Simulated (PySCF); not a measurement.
Species: C7H9F.
Z-matrix (Å and degrees, PBE0-D3(BJ)/def2-SVP geometry), rows numbered from 1:
```
C 
C   1  1.3366
C   2  1.5199  1  133.15
C   3  1.5430  2   87.68  1  -161.98
F   4  1.3661  3  116.68  2  -131.37
C   2  1.4754  1  135.86  3  -172.03
C   6  1.3388  2  137.05  1   -28.66
C   7  1.4889  6  125.73  2     5.87
H   1  1.0922  2  121.66  3   174.79
H   1  1.0931  2  120.89  3    -4.34
H   3  1.1017  2  112.01  1    87.80
H   3  1.1001  2  118.32  1   -41.08
H   4  1.1043  3  112.85  2   102.54
H   7  1.0968  6  116.87  2  -172.82
H   8  1.0988  7  111.87  6   -12.55
H   8  1.1041  7  111.00  6   108.03
H   8  1.1017  7  111.04  6  -133.87
```

Linear response at B3LYP/def2-SVPD (PySCF, frozen core in the response, non-relativistic).

Static isotropic polarisability: 88.67 au (13.14 Å³), principal values 61.4, 95.0, 109.6 au.

Question: What is the polarisability at 1064 nm and at the sodium D line?

Answer: 89.87 au at 1064 nm (+1.3 %), 92.90 au at 589.3 nm (+4.8 %). The rise at 589.3 nm is 3.54 times that at 1064 nm; a pure ω² law gives 3.26. The lowest singlet lies at 246 nm, shorter than both wavelengths.

Question: What is the isotropic C6 coefficient between two such molecules, C6 = (3/π)∫α(iω)² dω?

Answer: 2985 au (Eh·bohr⁶) by a ten-point quadrature over imaginary frequencies, which is 1780 eV·Å⁶ or 172 J·nm⁶/mol.

Question: Which effective excitation energy ω̄ makes London's formula C6 = (3/4)α²ω̄ exact here?

Answer: ω̄ = 4·C6/(3α²) = 0.506 Eh = 13.8 eV. A one-pole form α(ω) = α/(1 − ω²/ω̄²) fitted to the 1064 nm value gives 10.1 eV.

Question: What three-body coefficient follows from the one-pole estimate C9 = (3/4)·α·C6?

Answer: 199000 au. This is an estimate from the two numbers above, not a computed integral.

Question: The lowest 6 singlets have (eV, f): 5.03, 0.320; 6.08, 0.023; 6.10, 0.009; 6.32, 0.024; 6.53, 0.002; 6.64, 0.012. What share of the static polarisability do they carry in the sum over states α = Σ f/ω²?

Answer: 10.65 au, 12.0 % of α; the largest term, 9.35 au, is that of the state at 5.03 eV. Their oscillator strengths add up to 0.39. Higher states carry the rest.

Question: What molar refraction at the D line follows from R = (4π/3)·N_A·α′, with α′ the polarisability volume?

Answer: α′ = 13.77 Å³ gives R = 34.73 cm³/mol, for isolated, non-vibrating species.

Question: How many electrons N does the Slater–Kirkwood formula C6 = (3/4)·√N·α^(3/2) need to give this C6?

Answer: N = (4·C6/3)²/α³ = 22.7; the species has 60 electrons in all.

One conformer stands for the species.
